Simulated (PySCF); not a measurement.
A structure optimised at B3LYP-D3(BJ)/def2-SVP, used in a PySCF frequency run:

```xyz
7

Nb     0.0159     0.0076     0.0000
N     -0.0603     1.7539     0.0000
H     -0.0608     2.7702     0.0000
F      0.9154    -0.5461     1.5594
F      0.9154    -0.5461    -1.5594
O     -1.7534    -0.6619     0.0000
H     -2.6194    -0.2357     0.0000
```
Charge 0, spin multiplicity 1.

Write its SMILES, formula and point group.

[NH]=[Nb]([OH])([F])[F], F₂H₂NNbO, Cs

What are its rotational constants (standard atomic weights)?

3.2183, 3.1304, 2.8018 GHz
